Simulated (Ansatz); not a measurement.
`[SiH3]OBCl` + NH₃ → `NBCl` + silanol at 600 K and 1 bar (ligand exchange at a B–O bond).

Isolated molecules relaxed with PBE0-D4/def2-TZVP in Ansatz; ΔE leaves out vibrations. CCSD(T)/CBS is the MP2 limit (def2-TZVPP, def2-QZVPP) plus CCSD(T) − MP2 in def2-TZVPP, frozen cores. This one scheme is used for every species. Each species was taken in one conformer, which may not be the lowest.

```csv
species,CCSD(T)/CBS energy (Eh),H − E (kJ/mol),S (J/(mol·K))
`[SiH3]OBCl`,-851.35221,166.6,398.1
NH₃,-56.50880,112.4,219.5
`NBCl`,-541.16722,143.2,318.2
`O[SiH3]`,-366.69042,135.7,307.9
```

H − E and S are ideal-gas, rigid-rotor, harmonic terms from PBE0-D4/def2-TZVP, for one conformer and one mirror image of each species. 1 Eh = 2625.50 kJ/mol, R = 8.31446 J/(mol·K).

Problem. By hand: ΔE, ΔH, ΔS and ΔG.

Solution. ΔE = (-541.16722) + (-366.69042) − (-851.35221) − (-56.50880) = 0.00337 Eh = 8.8 kJ/mol. Δ(H − E) = 143.2 + 135.7 − 166.6 − 112.4 = -0.1, so ΔH = 8.7 kJ/mol. ΔS = 318.2 + 307.9 − 398.1 − 219.5 = 8.5 J/(mol·K). ΔG = 8.7 − 600 × (8.5)/1000 = 3.6 kJ/mol.

Problem. By hand: the equilibrium constant, and the temperature at which ΔG would vanish if ΔH and ΔS stayed fixed.

Solution. log₁₀ K = −ΔG/(RT ln 10) = -0.3. ΔG = 0 at ΔH/ΔS = 1024 K, though so small a ΔH makes that figure unsure.

TΔS isn't small against ΔH here. The sign of ΔG lies within the doubt. A doubt of 5 kJ/mol in ΔE shifts log₁₀ K by 0.4 here. Other conformers and mirror images would add mixing entropy, several J/(mol·K) or more a flexible species. These are equilibria of isolated gas molecules and say nothing of rates. Largest T1 diagnostic: 0.012 (customary marks: 0.02 for closed shells, 0.045 for open ones).
